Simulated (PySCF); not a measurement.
Gas-phase equilibrium of 1 mol SO2, 0.26 mol O2 at 1600 K and 0.100 bar, among 11 species (S2O, SO2, O2, O, S2, S6, O3, SO, S8, S, SO3). Only gases are allowed; each row takes one source of thermochemistry for all species, and Cantera finds the minimum.

Energies from PySCF, thermal terms from the rigid-rotor harmonic-oscillator model, ideal gas at 1 bar. † marks an energy on the PBE0/def2-TZVP geometry and frequencies; other levels use their own. CCSD(T) freezes the core. 6-31G* has spherical d functions here. Open shells (unrestricted) among the columns below: O2 (multiplicity 3), O (multiplicity 3, electronic degeneracy 9), S2 (multiplicity 3), SO (multiplicity 3), S (multiplicity 3, electronic degeneracy 9); the rest are closed-shell singlets. Spin-orbit splitting is ignored; it lowers the true energy and changes the entropy of O, S. CCSD(T) isn't extrapolated to the basis-set limit. The harmonic model lacks anharmonicity and excited electronic states, which grow with temperature; levels with a mode under 35 cm⁻¹ are left out. Warning, large T1 diagnostic: SO2 (CCSD(T)/def2-SVP†).

Molecules larger than those listed are left out.

With BLYP/def2-TZVP† thermochemistry: SO2 0.79, O 2.3e-6, S 1.1e-9, O2 0.21, SO 0.00027, S2 3.3e-11.

Q: How far does the composition move with the other sources (CCSD(T)/def2-SVP†, HF/6-31G*, HF/def2-TZVP†, PBE/def2-SVP, ωB97X-V/def2-TZVP†)?

A: 
```json
[
 {"thermochemistry": "BLYP/def2-TZVP†", "x SO2": "0.79", "x O": "2.3e-6", "x S": "1.1e-9", "x O2": "0.21", "x SO": "0.00027", "x S2": "3.3e-11"},
 {"thermochemistry": "CCSD(T)/def2-SVP†", "x SO2": "0.71", "x O": "0.00016", "x S": "9.6e-5", "x O2": "0.23", "x SO": "0.057", "x S2": "0.00011"},
 {"thermochemistry": "HF/6-31G*", "x SO2": "5.7e-7", "x O": "0.72", "x S": "0.28", "x O2": "8.3e-5", "x SO": "0.0058", "x S2": "0.0013"},
 {"thermochemistry": "HF/def2-TZVP†", "x SO2": "0.0030", "x O": "0.68", "x S": "0.15", "x O2": "0.00027", "x SO": "0.16", "x S2": "0.012"},
 {"thermochemistry": "PBE/def2-SVP", "x SO2": "0.78", "x O": "2.7e-7", "x S": "2.2e-7", "x O2": "0.21", "x SO": "0.0095", "x S2": "5.4e-6"},
 {"thermochemistry": "ωB97X-V/def2-TZVP†", "x SO2": "0.79", "x O": "8.8e-6", "x S": "1.3e-9", "x O2": "0.21", "x SO": "0.00015", "x S2": "2.3e-11"}
]
```
The most sensitive of these is S2: it spans a factor of 10^8.7 over these rows; at this temperature one factor of ten is RT ln 10 = 31 kJ/mol.
